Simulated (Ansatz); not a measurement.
Species: YF$_{2}$, net charge 0, doublet state. The spin state was set by rule; other spins were not relaxed. 
Geometry from a B3LYP-D3(BJ)/def2-TZVP (Ansatz, a quantum-chemistry and plane-wave program) optimisation:
```
Y
F 1 1.9800
F 1 1.9800 2 116.49
```
Charge 0, spin multiplicity 2.

Basis-set convergence of Hartree-Fock and CCSD(T) correlation energies (hartree) with Ansatz. Correlated levels leave the core frozen unless marked. UHF or UKS for open shells. Spin-orbit coupling is left out. The frozen core is the preceding noble-gas configuration, with the filled d and f shells of earlier blocks. In def2 rows, elements after Kr have scalar-relativistic effective core potentials.

| basis | functions | E(HF) | E(corr, CCSD(T)) |
|---|---|---|---|
| def2-SVPD | 80 | -236.77089 | -0.45668 |
| def2-TZVPPD | 136 | (withheld) | (withheld) |

Problem. Some entries are withheld; supply them.

Solution. 
- def2-TZVPPD, E(HF): -237.01799
- def2-TZVPPD, E(corr, CCSD(T)): -0.57933
